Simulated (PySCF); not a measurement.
F2HSbTe, SMILES [F][Sb]([F])[TeH].

Geometry optimised at B3LYP-D3(BJ)/def2-SVP. The def2 effective core potentials stand for the cores of Sb, Te; spin–orbit coupling is left out.

The numbers are results of M06-2X/def2-TZVP in PySCF, not measurements.

The molecule is in vacuum.

Computed frontier levels, gap, dipole moment and polarisability:
```yaml
highest_occupied_level: -8.17 eV
lowest_empty_level: -1.31 eV
orbital_gap: 6.86 eV
dipole_moment: 3.61 D
quadrupole, principal values (traceless, Buckingham form, about the centre of nuclear charge): -6.89, -3.81, 10.70 D·Å
mean_static_polarisability: 78.1 bohr³ (11.57 Å³)
polarisability_principal_values: 57.7, 62.0, 114.6 bohr³
```
